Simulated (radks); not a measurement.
Excited configurations of Pt3+: one electron is placed in a higher orbital outside [Xe] 4f14 5d6. The ground configuration is [Xe] 4f14 5d7. Method: Dirac Kohn-Sham, PBEsol, spin-unpolarised, spherical densities, finite nucleus; open shells are shared between the two j in proportion to 2j + 1; Fermi nuclear charge, rms radius 5.427 fm; computed with a radial shooting solver on a logarithmic mesh with Libxc functionals. Excitation = E - E(ground); binding = E(ion) - E, where the ion is the core of charge +4; n* = 4/sqrt(2 binding) in atomic units, and the quantum defect is n - n*. Eigenvalue and <r> are those of j = l + 1/2.

| outer orbital | excitation (eV) | binding (eV) | n* | <r> (bohr) |
|---|---|---|---|---|
| 5f | 30.605 | 15.062 | 3.802 | 3.704 |
| 6s | 7.100 | 38.567 | 2.376 | 2.286 |
| 6p | 16.712 | 28.955 | 2.742 | 2.817 |
| 6d | 27.461 | 18.206 | 3.458 | 3.924 |
| 6f | 35.670 | 9.996 | 4.667 | 6.720 |
| 7p | 30.358 | 15.308 | 3.771 | 5.341 |
| 7d | 34.624 | 11.043 | 4.440 | 6.900 |
| 7f | 38.739 | 6.928 | 5.606 | 10.47 |

The Delta-SCF ionisation energy is 45.667 eV (NIST Atomic Spectra Database: 43 eV, theoretical). Self-interaction in the functional shifts the binding energies and quantum defects, so they are the method's values and not measured ones. Spin polarisation and multiplet splitting are left out, so open shells lie too high by an amount that depends on their filling. Sharing an open shell by 2j + 1 raises it above the true ground level by a part of the spin-orbit splitting, which enters the differences from NIST.

Beside tabulated values, note that spin-unpolarised runs miss the spin-polarisation part of the exchange energy of open shells.
